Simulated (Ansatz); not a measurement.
BH$_{4}$NOSi, SMILES `OB1N[SiH2]1` at its PBE0-D4/def2-TZVP geometry, where that method's forces vanish. Charge 0, multiplicity 1.

| atom | x (Å) | y (Å) | z (Å) |
| --- | --- | --- | --- |
| O1 | -0.326 | 2.025 | -0.560 |
| B2 | -0.131 | 0.758 | -0.135 |
| N3 | 0.167 | -0.500 | -0.655 |
| Si4 | 0.020 | -0.723 | 1.083 |
| H5 | -0.242 | 2.130 | -1.513 |
| H6 | 0.350 | -0.951 | -1.539 |
| H7 | -1.098 | -1.596 | 1.531 |
| H8 | 1.260 | -1.144 | 1.788 |

For each bond, give half the difference of the two atoms' forces along it (eV/Å; positive pushes the atoms apart) under PBE-D4, r2SCAN-D4, B3LYP-D4, ωB97M-V in def2-TZVPP. (An estimate is asked.)

The calculation gave: 
```json
{"bond": "O1–B2", "length (Å)": "1.350", "PBE-D4": "0.17", "r2SCAN-D4": "0.08", "B3LYP-D4": "0.09", "ωB97M-V": "0.22"}
{"bond": "O1–H5", "length (Å)": "0.962", "PBE-D4": "0.39", "r2SCAN-D4": "0.01", "B3LYP-D4": "0.00", "ωB97M-V": "-0.12"}
{"bond": "B2–N3", "length (Å)": "1.394", "PBE-D4": "0.10", "r2SCAN-D4": "0.06", "B3LYP-D4": "0.00", "ωB97M-V": "0.04"}
{"bond": "B2–Si4", "length (Å)": "1.923", "PBE-D4": "0.07", "r2SCAN-D4": "0.02", "B3LYP-D4": "0.07", "ωB97M-V": "-0.02"}
{"bond": "N3–Si4", "length (Å)": "1.759", "PBE-D4": "0.24", "r2SCAN-D4": "0.08", "B3LYP-D4": "0.14", "ωB97M-V": "0.14"}
{"bond": "N3–H6", "length (Å)": "1.009", "PBE-D4": "0.11", "r2SCAN-D4": "-0.01", "B3LYP-D4": "-0.03", "ωB97M-V": "-0.13"}
{"bond": "Si4–H7", "length (Å)": "1.488", "PBE-D4": "0.02", "r2SCAN-D4": "-0.03", "B3LYP-D4": "-0.11", "ωB97M-V": "-0.14"}
{"bond": "Si4–H8", "length (Å)": "1.488", "PBE-D4": "0.02", "r2SCAN-D4": "-0.03", "B3LYP-D4": "-0.11", "ωB97M-V": "-0.14"}
```

B3LYP here is the variant with VWN-RPA as its local correlation; programs differ in this.

Computed with Ansatz.
